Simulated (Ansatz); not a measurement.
Al₄⁺. Charge 1, multiplicity 2. Geometry r2SCAN-D4/def2-TZVP, that of the neutral singlet; atoms count from 1.

```xyz
4

Al    1.337    0.091    0.089
Al    0.004   -0.108    2.159
Al   -1.337   -0.092   -0.089
Al   -0.004    0.110   -2.159
```

The charge 1 doublet is spin-contaminated (final ⟨S²⟩ up to 1.15, 0.75 for a pure state). The structure comes from a short search, and lower isomers may exist.

(1) Estimate the Mulliken populations from the PBE0/def2-TZVP orbitals of Ansatz.

(2) Where does the spin sit?

(3) And the Mayer bond orders between bonded heavy atoms (over 0.3)?

## Answers

(1) 
```csv
atom,charge (e),spin (α − β)
Al1,0.19,0.22
Al2,0.31,0.28
Al3,0.19,0.22
Al4,0.31,0.28
```
Mulliken values and Mayer orders depend strongly on the basis.

(2) Summed by element: Al 1.00, of 1 unpaired in all. Largest on single atoms: Al2 0.28, Al4 0.28, Al3 0.22.

(3) Al1–Al2 0.84 (2.47 Å); Al1–Al3 0.79 (2.69 Å); Al1–Al4 0.72 (2.62 Å); Al2–Al3 0.72 (2.62 Å); Al3–Al4 0.84 (2.47 Å). Values over 0.3 also appear between atoms too far apart for a bond (Al2–Al4 0.44 at 4.32 Å); they arise where an orbital or an unpaired electron spreads over both atoms.
